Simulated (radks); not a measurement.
Se3+, configuration [Ar] 3d10 4s2 7d1 (not the ground configuration). Calculated with a radial shooting solver on a logarithmic mesh with Libxc functionals: Dirac Kohn-Sham, PBE, spin-unpolarised, spherical densities, point nucleus; open shells fill j = l - 1/2 first.

Radial electron density D(r) = 4 pi r^2 rho(r):

r (bohr)  D(r) (e/bohr)
0.003322          3.503
0.003898          4.592
0.004575          5.979
0.005369          7.724
0.0063            9.885
0.007393          12.51
0.008676          15.64
0.01026           19.45
0.01204           23.51
0.01413           27.84
0.01659           32.19
0.01946           36.22
0.02284           39.51
0.0268            41.62
0.03145           42.23
0.03721           41.19
0.04367           38.98
0.05124           36.39
0.06013           34.58
0.07057           34.69
0.08281           37.28
0.09718           41.86
0.114             46.73
0.1349            49.54
0.1583            48.05
0.1858            42.38
0.218             34.68
0.2558            28.41
0.3002            26.25
0.3523            28.25
0.4135            31.63
0.4891            32.75
0.574             29.58
0.6735            23.10
0.7904            15.74
0.9276            9.676
1.089             5.756
1.277             3.616
1.499             2.432
1.773             1.552
2.081            0.8674
2.442            0.3857
2.866            0.1398
3.363           0.06507
3.946           0.04855
4.631           0.01974
5.435         0.0003581
6.429           0.03834
7.544           0.06734
8.853           0.01939
10.39          0.009790
12.19            0.1025
14.31            0.1424
16.79           0.06591
19.7            0.01263
23.31         0.0008550

D(r) has 5 maxima, at r = 0.0310, 0.138, 0.470, 7.37, 13.9 bohr, and minima at 0.0646, 0.298 bohr, inside which lie 2.09, 11.01 electrons.
